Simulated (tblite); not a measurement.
Compound: C6H7O2 (doublet state).
Geometry (GFN2-xTB, Å), atoms numbered from 1 in this order:
```
atom  x, y, z in Å
O1     1.749   -1.563    0.901
C2     1.429   -0.516    0.411
O3     2.296    0.458    0.117
C4     0.028   -0.123    0.053
C5    -0.716    1.097    0.634
C6    -1.616    0.379   -0.381
C7    -1.232   -0.980    0.227
C8    -0.437    0.283   -1.360
H9     3.200    0.193    0.355
H10   -0.996    1.036    1.681
H11   -0.333    2.075    0.363
H12   -1.320   -1.855   -0.407
H13   -1.551   -1.181    1.244
H14   -0.468   -0.506   -2.104
H15   -0.038    1.211   -1.757
```

Calculated harmonic vibrations of the isolated species, GFN2-xTB (tblite), most abundant isotopes, no scaling. Errors from tens to a few hundred cm⁻¹ against measured bands are possible. One conformer, not necessarily the lowest. Open shells enter through the occupations alone, without spin polarisation, and single modes of such species can be off by tens of per cent.

Problem. How many normal modes are there?

Solution. 15 atoms, non-linear: 3N − 6 = 39.

Problem. What is the point group of the computed structure, and how do the modes divide by symmetry?

Solution. Cs. The vibrations span 23 a′ + 16 a″.

Problem. How many distinct wavenumbers does the calculation give?

Solution. 39: Cs has no degenerate species.

Problem. How many fundamentals are allowed in the infrared by symmetry?

Solution. 39 of 39: in Cs every mode is allowed. All fundamentals are allowed in the Raman spectrum.

Problem. How large is the harmonic zero-point energy?

Solution. ½Σν̃ = 25475 cm⁻¹ = 304.7 kJ/mol (38 modes), 140.4 kJ/mol of it from above 1550 cm⁻¹. The slightly imaginary mode (13.8i cm⁻¹) is left out.

Problem. What thermal excitation has the softest real mode at 298.15 K?

Solution. θ = hcν̃/k = 231 K for 160.9 cm⁻¹, so N1/N0 = 0.46 and ⟨v⟩ = 1/(exp(θ/T) − 1) = 0.85.

The run took 0.41 s of wall time on one thread, Arm Neoverse V1 (aarch64), shared host with 64 logical CPUs at a one-minute load of 23. This covers the Hessian and the dipole derivatives.
